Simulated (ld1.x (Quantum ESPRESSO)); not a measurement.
Reading a pseudo-wave (lanthanum (La))

Columns: radius, all-electron u(r) and pseudo u(r) of the 5d shell (level -23.49 eV) of lanthanum in the configuration [Kr] 4d10 4f0 5s2 5p6 5d0 6s0 6p0; LDA (PZ), scalar-relativistic, TM scheme, ld1.x (Quantum ESPRESSO) 7.5.

```json
{"r (bohr)": "0.145", "all-electron": "0.2195", "pseudo": "0.0013"}
{"r (bohr)": "0.290", "all-electron": "0.0345", "pseudo": "0.0101"}
{"r (bohr)": "0.435", "all-electron": "-0.2544", "pseudo": "0.0327"}
{"r (bohr)": "0.580", "all-electron": "-0.3475", "pseudo": "0.0733"}
{"r (bohr)": "0.725", "all-electron": "-0.2663", "pseudo": "0.1329"}
{"r (bohr)": "0.870", "all-electron": "-0.0977", "pseudo": "0.2097"}
{"r (bohr)": "1.015", "all-electron": "0.0941", "pseudo": "0.2987"}
{"r (bohr)": "1.160", "all-electron": "0.2736", "pseudo": "0.3931"}
{"r (bohr)": "1.305", "all-electron": "0.4252", "pseudo": "0.4854"}
{"r (bohr)": "1.450", "all-electron": "0.5437", "pseudo": "0.5684"}
{"r (bohr)": "1.595", "all-electron": "0.6298", "pseudo": "0.6365"}
{"r (bohr)": "1.740", "all-electron": "0.6868", "pseudo": "0.6862"}
{"r (bohr)": "1.885", "all-electron": "0.7189", "pseudo": "0.7167"}
{"r (bohr)": "2.030", "all-electron": "0.7306", "pseudo": "0.7288"}
{"r (bohr)": "2.175", "all-electron": "0.7257", "pseudo": "0.7249"}
{"r (bohr)": "2.320", "all-electron": "0.7082", "pseudo": "0.7079"}
{"r (bohr)": "2.465", "all-electron": "0.6812", "pseudo": "0.6811"}
{"r (bohr)": "2.610", "all-electron": "0.6473", "pseudo": "0.6473"}
{"r (bohr)": "2.755", "all-electron": "0.6089", "pseudo": "0.6089"}
{"r (bohr)": "2.900", "all-electron": "0.5677", "pseudo": "0.5677"}
{"r (bohr)": "3.045", "all-electron": "0.5253", "pseudo": "0.5253"}
{"r (bohr)": "3.190", "all-electron": "0.4827", "pseudo": "0.4827"}
{"r (bohr)": "3.335", "all-electron": "0.4410", "pseudo": "0.4410"}
{"r (bohr)": "3.480", "all-electron": "0.4008", "pseudo": "0.4008"}
{"r (bohr)": "3.625", "all-electron": "0.3625", "pseudo": "0.3625"}
{"r (bohr)": "3.770", "all-electron": "0.3265", "pseudo": "0.3265"}
```

Q: How many radial nodes do the two functions have?

A: The all-electron 5d function has n − l − 1 = 2; the pseudo-wave has 0, since the states of the same l below it are removed with the core.

Q: At about which radius was the pseudo-wave matched?

A: 2.80 bohr. The columns agree to 0.0005 from 2.32 bohr on; several derivatives are matched, so the curves merge somewhat inside the radius.

Q: Is the pseudo-wave norm-conserving?

A: Yes: the TM scheme keeps the norm inside the radius equal to the all-electron one, which fixes the energy derivative of the logarithmic derivative at the level.
